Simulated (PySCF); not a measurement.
H5FGaNO2, singlet (CAM-B3LYP/def2-SVP optimised geometry):

```
10

Ga    -0.627    -0.366     0.000
F     -1.353    -1.761    -0.817
O      1.165    -0.366     0.000
H      1.546    -1.072    -0.534
O     -1.546     1.172     0.000
H     -1.381     1.761    -0.742
N     -1.177    -0.859     1.922
H     -0.372    -0.985     2.536
H     -1.725    -1.721     1.903
H     -1.759    -0.097     2.275
```

Level of theory: CAM-B3LYP/def2-TZVP run with PySCF.

**Question.** What are the frontier orbital energies and the dipole moment?

**Answer.** HOMO-2 -10.24 eV, HOMO-1 -9.78 eV, HOMO -9.66 eV, LUMO 0.52 eV, LUMO+1 1.70 eV; dipole moment 3.96 D.

Meta-Löwdin charges at CAM-B3LYP/def2-TZVP: Ga1 1.08, F2 -0.56, O3 -0.76, H4 0.34, O5 -0.77, H6 0.34, N7 -0.48, H8 0.27, H9 0.27, H10 0.27.
